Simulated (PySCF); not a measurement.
# Basis and Hamiltonian dependence of the ionisation energy of Sb⁺

Sb⁺ [Kr] 4d10 5s2 5p2 (3P) → Sb²⁺ [Kr] 4d10 5s2 5p1 (2P). All values are computed (PySCF 2.14, energy differences of UHF-based or UKS calculations, no spin-orbit coupling). Values in eV.

```
                                                                               basis       Hamiltonian  functions     UHF     PBE    PBE0  MP2 (valence)  CCSD(T) (valence)  CCSD(T) (valence and next inner shell)
                                def2-SVP with the def2 core potential (28 electrons)               ECP         26  15.995  16.490  16.545         16.213             16.246                                     n/a
                                                        aug-cc-pVDZ-PP with ECP28MDF               ECP         32  15.996  16.471  16.530         16.220             16.258                                     n/a
                                                      aug-cc-pwCVDZ-PP with ECP28MDF               ECP         48  15.995  16.463  16.524         16.236             16.276                                  16.333
                               def2-TZVP with the def2 core potential (28 electrons)               ECP         50  16.009     n/a  16.530         16.318             16.375                                     n/a
         aug-cc-pVTZ-PP with one added diffuse shell each of d, f type with ECP28MDF               ECP         67  16.005  16.467  16.532         16.327             16.384                                     n/a
                                                                        ANO-RCC-VTZP     spin-free X2C         68  16.046  16.508  16.575         16.350             16.408                                  16.523
                                                                     aug-cc-pVTZ-DK3     spin-free X2C         68  16.003  16.466  16.531         16.321             16.377                                     n/a
                   x2c-TZVPPall with one added diffuse shell each of s, p, d, f type     spin-free X2C         76  15.999  16.463  16.525         16.304             16.358                                  16.467
                                                      aug-cc-pwCVTZ-PP with ECP28MDF               ECP         96  16.003  16.470  16.533         16.333             16.391                                     n/a
                                                                   aug-cc-pwCVTZ-DK3     spin-free X2C        109  16.000  16.471  16.534         16.330             16.386                                     n/a
aug-cc-pVQZ-PP with one added diffuse shell each of s, p, d, f, g type with ECP28MDF               ECP        117  16.005  16.467  16.531         16.361                n/a                                     n/a
              aug-cc-pwCVTZ-DK3 with one added diffuse shell each of s, p, d, f type     spin-free X2C        125  16.000  16.471  16.534         16.330                n/a                                     n/a
                   x2c-QZVPPall with one added diffuse shell each of s, p, d, f type     spin-free X2C        128  16.002  16.475  16.537         16.348                n/a                                     n/a
                                                                          dyall-av2z  non-relativistic        130  15.954  16.432  16.492         16.190             16.226                                     n/a
```

Frozen in the all-electron rows: valence: [Kr] 4d10; valence and next inner shell: [Ar] 3d10; with a core potential, the same shells as far as they lie outside it.

Non-relativistic rows lack the scalar-relativistic shift.

Between the lowest levels the reference is 16.626 ± 0.025 eV (measured; NIST Atomic Spectra Database, ionization energies); it includes spin-orbit coupling, which these numbers lack.
